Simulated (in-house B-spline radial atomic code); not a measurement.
What moves the levels of Bi ([Xe] 4f14 5d10 6s2 6p3)? Level of theory: Dirac-Hartree-Fock, average of configuration, Fermi nucleus of rms radius 5.5211 fm; calculated with a B-spline radial code for spherical atoms.

Baseline run (computed): total energy -21565.6697 hartree, 1s1/2 at -3349.411 hartree, 6p3/2 at -7.107 eV with <r> = 3.186 bohr.

Scaling the speed of light c (a factor of 100 is close to the non-relativistic limit):

```tsv
c/c0	ΔE (hartree)	6p3/2 level (eV)	6p3/2 <r> (bohr)
0.9	-451.63	-6.90061	3.211
0.98	-75.481	-7.07221	3.19
1.02	69.693	-7.13925	3.183
2	1155.2	-7.64337	3.144
100	1470.8	-7.78774	3.137
```

Changing the nucleus:

```tsv
nucleus	ΔE (eV)
Gaussian nucleus of rms radius 5.5211 fm	-1.49
uniform spherical nucleus of rms radius 5.5211 fm	0.345
Gaussian nucleus of rms radius 0.01 fm	-179
Fermi nucleus of rms radius 5.4107 fm	-5.6
Fermi nucleus of rms radius 5.6315 fm	5.66
```

A larger nucleus binds the electrons less, roughly as the density at the nucleus times the change of the nuclear <r²>. At equal rms radius the shape enters only through higher moments. A radius of 0.01 fm is nearly a point.

The nuclear charge is raised by 0.1. What does the Hellmann-Feynman theorem predict for the energy, and what is found?

dE/dZ ≈ -Σ<1/r>, which is -658.538 at the start and -659.838 at the end; their mean times 0.1 is -65.919 hartree, and the two runs differ by -65.912 hartree.
